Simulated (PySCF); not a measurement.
Mean harmonic wavenumber (cm⁻¹) of eight silicon and germanium compounds: PBE-D3(BJ) beside B3LYP-D3(BJ), computed with PySCF for isolated molecules in the bases named; differences from unrounded values. The eight are the first of their class met in an unordered collection, after screening for sound electronic states; none was chosen by its value. Each level has its own optimised geometry.

| molecule | basis | B3LYP-D3(BJ) | PBE-D3(BJ) | difference |
|---|---|---|---|---|
| germylsulfanylgermane (Ge₂H₆S), SMILES [GeH3][S][GeH3] | def2-SVP | 1013 | 984 | -29 |
| Si(H)(Me)2(SH) (C2H8SSi), SMILES C[SiH](C)S | def2-SVP | 1337 | 1304 | -33 |
| chlorosilylboronic acid (BClH4O2Si), SMILES OB(O)[SiH2]Cl | def2-SVP | 1113 | 1080 | -33 |
| Cl2GeH4OSi, SMILES Cl[SiH](Cl)[O][GeH3] | def2-SVP | 853 | 826 | -27 |
| H8N2OSi2, SMILES N[Si@@H](O)N[SiH3] | def2-SVP | 1211 | 1177 | -34 |
| C₂H₅ClGeO, SMILES O1[CH2][GeH]([CH2]1)[Cl] | def2-SVP | 1225 | 1191 | -34 |
| CH₁₁NOSi₃, SMILES [SiH2](N)O[Si@@H](C)[SiH3] | def2-SVP | 1161 | 1129 | -32 |
| C2H10O2Si2, SMILES O[Si@H](OC)C[SiH3] | def2-SVP | 1232 | 1196 | -35 |

PBE-D3(BJ) lies below B3LYP-D3(BJ) in 8 and above it in 0 of the eight; the mean signed difference is -32 and the largest -35 cm⁻¹.
